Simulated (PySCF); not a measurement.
C3H3ClF2, SMILES F/C(=C(\Cl)F)C. The structure is a stationary point at B3LYP-D3(BJ)/def2-SVP.

Calculation: B3LYP-D3(BJ)/def2-SVP (PySCF).

Harmonic wavenumbers (cm⁻¹): 151, 172, 196, 329, 365, 423, 509, 546, 659, 943, 1047, 1057, 1224, 1306, 1408, 1445, 1451, 1799, 3031, 3098, 3163. Rotational constants (GHz): 4.290, 2.234, 1.483; symmetry number 1.

**Question.** Work out the zero-point energy and the ideal-gas rigid-rotor harmonic-oscillator thermochemistry at 298.15 K and 1 atm.

**Answer.** ZPE = ½ Σ hcν = ½ × 24320 cm⁻¹ = 34.77 kcal/mol. H − E(el) = 39.35 kcal/mol. Entropy in cal/(mol K): translation 40.07, rotation 27.52, vibration 12.43, total 80.01. G − E(el) = 15.49 kcal/mol. Cp = 23.18 cal/(mol K).
